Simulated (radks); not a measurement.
Values are calculated unless marked as measured or tabulated.
Initial-state core-level shifts of neutral chromium when its valence configuration changes from [Ar] 3d5 4s1. Code: a radial shooting solver on a logarithmic mesh with Libxc functionals. Model: scalar-relativistic Kohn-Sham, PBE, spin-unpolarised, spherical densities, point nucleus. Shifts are changes of the shell-averaged eigenvalues in eV (positive: less bound).

valence	1s	2s	2p	3p
3d4 4s2	-3.878	-4.464	-4.409	-3.826
3d4.5 4s1 4p0.5	-2.478	-2.685	-2.664	-2.485
3d4 4s1 4p1	-5.410	-5.915	-5.865	-5.348
3d5 4p1	-1.404	-1.275	-1.284	-1.412
3d6	+2.018	+2.386	+2.350	+2.126
3d4.5 4s1.5	-1.704	-1.963	-1.939	-1.710
3d3 4s2 4p1	-11.033	-12.440	-12.310	-10.550
3d3.5 4s2 4p0.5	-7.287	-8.240	-8.151	-7.079
3d5 4s0.5 4p0.5	-0.729	-0.664	-0.669	-0.734
